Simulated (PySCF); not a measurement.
An unknown is described by computed data only.

Formula: C4BN4; charge -1.

* Couplings: largest of the computed one-bond spin–spin couplings (means over like bonds): 13C–11B +77.8 (×4), 15N–13C -16.6 (×4) Hz [B3LYP/pcJ-1]
* 13C NMR: chemical shifts (computed TMS as zero) by class: 129.3 (4 C) ppm [GIAO PBE0/pcSseg-1]
* UV, first state: lowest singlet excitation: 7.44 eV (167 nm, f = 0.000) [TDDFT CAM-B3LYP/def2-SVPD]
* XPS: B1s 193.6, C1s 288.3 (×4), N1s 401.4 (×4) eV [ΔSCF SCAN, pcX-2 on the ionised atom, pcseg-1 elsewhere, spin-free X2C]
* Triplet: lowest triplet excitation (Tamm–Dancoff): 6.16 eV [TDA CAM-B3LYP/def2-SVPD]
* Rotational structure: rotational constants A, B, C: 1.386, 1.384, 1.382 GHz [PBE0-D3(BJ)/def2-SVP]
* NMR, other nuclei: isotropic shieldings of nuclei other than C and H, by class: 146 (1 B), -59 (4 N) ppm [GIAO PBE0/pcSseg-1]

The electronic properties come from PySCF, for the isolated species, density fitting. Levels stand in brackets. Isolated species at its PBE0-D3(BJ)/def2-SVP geometry, gas phase. The geometry's basis has no diffuse functions, a weakness for an anion. No diffuse functions stand in pcJ-1 and pcSseg-1, which bears on an anion's orbital energies. NMR values are class means; diastereotopic atoms form classes of their own.

**Question.** Propose a structure and show how it fits.

**Answer.** Numbering: `[N:1]#[C:2][B-:3]([C:4]#[N:5])([C:6]#[N:7])[C:8]#[N:9]`. 4 carbons fall into 1 class: cyano carbon [C2/C4/C6/C8] (129.3 ppm, 4 C). The other shieldings belong to: 146 ppm, four-coordinate boron [B3]; -59 ppm, cyano nitrogen [N1/N5/N7/N9]. The couplings run between: +77.8 Hz, cyano carbon [C2] and four-coordinate boron [B3] (with 3 like pairs); -16.6 Hz, cyano nitrogen [N1] and cyano carbon [C2] (with 3 like pairs). The core levels belong to: B1s 193.6 eV, four-coordinate boron [B3]; C1s 288.3 eV, cyano carbon [C2/C4/C6/C8]; N1s 401.4 eV, cyano nitrogen [N1/N5/N7/N9]. The hole state at 288.3 eV has ⟨S²⟩ = 0.83 against 0.75, so that value is less sure. The optimised geometry has point group Td and is a spherical top (the spread among constants that symmetry makes equal is optimisation noise). Structure: `C(#N)[B-](C#N)(C#N)C#N`. The assignments are read from this structure; whether some other isomer fits the data as well wasn't checked.
